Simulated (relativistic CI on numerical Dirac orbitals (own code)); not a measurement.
## Sensitivity of the levels of Ba37+ to α and to the nuclear radius

These numbers are calculated, not measured: Dirac-Coulomb-Breit CI, separate exchange-only KLI orbitals for each configuration, derivatives by finite differences, unscaled Slater integrals, QED left out (own radial code, finite nucleus).

Configuration list (outside the closed core [Ne]): 3s2.3p6.3d, 3s2.3p5.3d2, 3s.3p6.3d2, 3s2.3p6.4s, 3s2.3p6.4p, 3p6.3d3, 3p5.3d4. Double excitations out of closed p, d and f shells are left out; levels of such configurations are missing from the list, as are those of other unlisted configurations, and high levels can miss mixing partners.

With x = (α/α₀)² − 1 an excitation energy changes as ω = ω₀ + qx; K = 2q/ω₀ is the relative enhancement. Terms are leading LS components, so labels can repeat. The field-shift factor is F = δν/δ⟨r²⟩ for the transition from the lowest level.

Lowest level 3s2.3p6.3d 2D_3/2.

| Level | ω₀ (cm⁻¹) | q (cm⁻¹) | K | F (GHz/fm²) |
| --- | --- | --- | --- | --- |
| 3s2.3p6.3d 2D_5/2 | 162533 | 163000 | 2.01 | 1.62 |
| 3s2.3p5.3d2 4D°_1/2 | 1389273 | 73020 | 0.105 | 4.84 |
| 3s2.3p5.3d2 4D°_3/2 | 1397847 | 59680 | 0.0854 | 4.88 |
| 3s2.3p5.3d2 4F°_5/2 | 1437524 | 60440 | 0.0841 | 5.02 |
| 3s2.3p5.3d2 4G°_7/2 | 1462326 | 51910 | 0.071 | 4.93 |
| 3s2.3p5.3d2 4D°_5/2 | 1537741 | 202800 | 0.264 | 6.28 |
| 3s2.3p5.3d2 4P°_3/2 | 1561141 | 90760 | 0.116 | 4.96 |
| 3s2.3p5.3d2 4G°_9/2 | 1567398 | 204400 | 0.261 | 6.48 |
| 3s2.3p5.3d2 4D°_7/2 | 1572612 | 219100 | 0.279 | 6.5 |
| 3s2.3p5.3d2 2D°_3/2 | 1598336 | 210600 | 0.264 | 6.17 |
| 3s2.3p5.3d2 4P°_5/2 | 1610437 | 213600 | 0.265 | 6.47 |
| 3s2.3p5.3d2 4G°_11/2 | 1618080 | 227600 | 0.281 | 6.87 |
| 3s2.3p5.3d2 2G°_7/2 | 1634689 | 209700 | 0.257 | 6.49 |

At this charge energies of transitions that change n are usually good to better than 1 %, and those within a shell (Δn = 0) to a few per cent.
